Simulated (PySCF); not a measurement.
Ti: ionisation energy

Ti [Ar] 3d2 4s2 (3F) → Ti⁺ [Ar] 3d2 4s1 (4F), as a difference of total energies. All numbers are calculated (PySCF 2.14, scalar relativity by spin-free X2C-1e, in x2c-SVPall (5s3p3d1f, 36 functions)). Correlated levels: valence: [Ar] frozen. The calculations carry no spin-orbit coupling.

Problem. Order these methods by the ionisation energy they give, lowest first.
A. B3LYP
B. SCS-MP2 (valence)
C. MP2 (valence)
D. UHF

Solution. D (5.570 eV), C (6.223 eV), B (6.348 eV), A (6.929 eV).

Errors of the correlated levels include the incompleteness of this basis and the frozen core.

MP2 underrates the near-degeneracy of ns² with np² in the lower species.

For comparison: 6.828 eV (measured; NIST levels, between the centres of gravity of the two terms).
